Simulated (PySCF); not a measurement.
Species: propiophenone, C9H10O.
Geometry (GFN2-xTB, Å), atoms numbered from 1 in this order:
```
atom  x, y, z in Å
C1    -3.4082   -0.1821    0.0408
C2    -1.9382   -0.5072    0.2700
C3    -1.0268    0.4710   -0.4439
O4    -1.4639    1.3845   -1.1075
C5     0.4391    0.2599   -0.2949
C6     1.0003   -0.7737    0.4537
C7     2.3744   -0.9023    0.5410
C8     3.2066   -0.0077   -0.1129
C9     2.6595    1.0237   -0.8588
C10    1.2879    1.1549   -0.9479
H11   -3.6314    0.8197    0.3989
H12   -3.6394   -0.2182   -1.0207
H13   -4.0417   -0.8940    0.5646
H14   -1.7078   -0.4757    1.3376
H15   -1.7145   -1.5133   -0.0927
H16    0.3741   -1.4830    0.9721
H17    2.8011   -1.7064    1.1227
H18    4.2789   -0.1157   -0.0399
H19    3.3029    1.7244   -1.3699
H20    0.8419    1.9520   -1.5239
```

Theory: PBE0/pcSseg-1 in PySCF (dipole) on a GFN2-xTB geometry, gas phase.

Take the most abundant isotopes and a rigid rotor. The values belong to one conformer with, in the numbering `[CH3:1][CH2:2][C:3](=[O:4])[c:5]1[cH:6][cH:7][cH:8][cH:9][cH:10]1`, C1–C2–C3–O4 0°, C2–C3–C5–C6 0°.

(1) Give the principal moments of inertia and the rotational constants in cm⁻¹.

(2) Classify the top.

(3) Is it planar, by Δ = Ic − Ia − Ib?

(4) Predict some low-J microwave lines.

(5) Estimate the classical rotational partition function at 50 K, 100 K and 298.15 K.

## Answers

(1) Ia = 144.98, Ib = 625.81, Ic = 764.53 u·Å²; 505379 MHz·u·Å²/I gives 3486, 807.6 and 661.0 MHz, that is A = 0.11627, B = 0.02694, C = 0.02205 cm⁻¹.

(2) An asymmetric top: κ = (2 × 807.6 − 3486 − 661.0)/(3486 − 661.0) = -0.90.

(3) Not planar: Δ = Ic − Ia − Ib = -6.26 u·Å². For a rigid frame Δ = −2 Σ m c², so Σ m c² = 3.13 u·Å² lies off the ab plane, practically all of it from hydrogen. The atom farthest from that plane is 0.88 Å away.

(4) The dipole components are |μa| = 1.60 D, |μb| = 2.48 D, |μc| = 0.00 D; the mirror of this Cs structure is the ab plane, so μc vanishes by symmetry and there are no c-type lines. The squared components, which scale the intensities, stand as 0.41 : 1.00 (a : b). Some lines, for components of 0.1 D or more:

```json
{"type": "a", "branch": "Q", "J(Ka,Kc)": "2(1,1) ← 2(1,2)", "MHz": "440", "lower level (cm⁻¹)": "0.231"}
{"type": "a", "branch": "R", "J(Ka,Kc)": "1(0,1) ← 0(0,0)", "MHz": "1469", "lower level (cm⁻¹)": "0.000"}
{"type": "a", "branch": "R", "J(Ka,Kc)": "2(1,2) ← 1(1,1)", "MHz": "2791", "lower level (cm⁻¹)": "0.138"}
{"type": "b", "branch": "Q", "J(Ka,Kc)": "1(1,0) ← 1(0,1)", "MHz": "2825", "lower level (cm⁻¹)": "0.049"}
{"type": "a", "branch": "R", "J(Ka,Kc)": "2(0,2) ← 1(0,1)", "MHz": "2931", "lower level (cm⁻¹)": "0.049"}
{"type": "b", "branch": "Q", "J(Ka,Kc)": "2(1,1) ← 2(0,2)", "MHz": "2977", "lower level (cm⁻¹)": "0.147"}
{"type": "a", "branch": "R", "J(Ka,Kc)": "2(1,1) ← 1(1,0)", "MHz": "3084", "lower level (cm⁻¹)": "0.143"}
{"type": "b", "branch": "R", "J(Ka,Kc)": "1(1,1) ← 0(0,0)", "MHz": "4147", "lower level (cm⁻¹)": "0.000"}
{"type": "b", "branch": "R", "J(Ka,Kc)": "2(1,2) ← 1(0,1)", "MHz": "5469", "lower level (cm⁻¹)": "0.049"}
{"type": "b", "branch": "Q", "J(Ka,Kc)": "2(2,0) ← 2(1,1)", "MHz": "8041", "lower level (cm⁻¹)": "0.246"}
{"type": "b", "branch": "Q", "J(Ka,Kc)": "2(2,1) ← 2(1,2)", "MHz": "8474", "lower level (cm⁻¹)": "0.231"}
{"type": "b", "branch": "R", "J(Ka,Kc)": "2(2,1) ← 1(1,0)", "MHz": "11119", "lower level (cm⁻¹)": "0.143"}
{"type": "b", "branch": "R", "J(Ka,Kc)": "2(2,0) ← 1(1,1)", "MHz": "11271", "lower level (cm⁻¹)": "0.138"}
```

(5) Point group Cs, symmetry number σ = 1; q = (√π/σ)·√((kT/h)³/(ABC)), k/h = 20836.6 MHz/K: 43700 at 50 K, 124000 at 100 K, 636000 at 298.15 K.

No frequency check. Zero-point vibration and centrifugal distortion are left out. A rigid rotor knows nothing of internal rotation, which can split or shift real lines.
